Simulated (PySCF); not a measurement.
A structure optimised at B3LYP-D3(BJ)/def2-SVP, used in a PySCF frequency run:

```xyz
5

Ge     0.0000     0.0000    -0.8839
Br     1.8954     0.0000     0.4529
Br    -1.8954     0.0000     0.4529
H      0.0000    -1.2927    -1.7109
H      0.0000     1.2927    -1.7109
```
Charge 0, spin multiplicity 1.

Problem. Write its SMILES, formula and point group.

Solution. [Br][GeH2][Br], Br2GeH2, C2v

Problem. What are its rotational constants (standard atomic weights)?

Solution. 5.1203, 0.87510, 0.75489 GHz
